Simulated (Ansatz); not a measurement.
```xyz
6

C    -0.142    0.247   -0.727
Ga   -0.762   -0.432    1.051
I     1.008   -0.916    2.808
H    -0.439   -0.459   -1.503
H     0.944    0.348   -0.702
H    -0.609    1.213   -0.926
```

Charge 0, multiplicity 2. I: def2 effective core potential.

(1) List the PBE0/def2-TZVPP orbital energies in eV (Ansatz 0.2.0). (An estimate is asked.)

Results:

(1) Computed: α occupied: -10147.68, -1253.49, -1109.65, -1109.60, -1109.56, -278.38, -187.33, -151.76, -133.21, -133.06, -133.03, -104.70, -104.57, -104.44, -52.32, -52.27, -52.25, -52.12, -52.12, -23.80, -23.74, -23.68, -23.65, -23.58, -19.69, -18.88, -11.81, -11.73, -11.66, -8.71, -7.63, -7.60, -5.81. α empty: -1.77, 0.14, 0.86, 2.39, 2.76, 2.93, 3.68, 4.27. β occupied: -10147.65, -1253.47, -1109.64, -1109.58, -1109.54, -278.27, -187.31, -151.71, -133.17, -133.05, -133.02, -104.66, -104.52, -104.40, -52.28, -52.24, -52.22, -52.11, -52.11, -23.74, -23.68, -23.59, -23.58, -23.50, -19.44, -18.73, -11.70, -11.66, -11.07, -8.21, -7.58, -7.44. β empty: -2.95, -1.30, 0.52, 1.12, 2.60, 2.87, 3.10, 3.92. ⟨S²⟩ = 0.754.
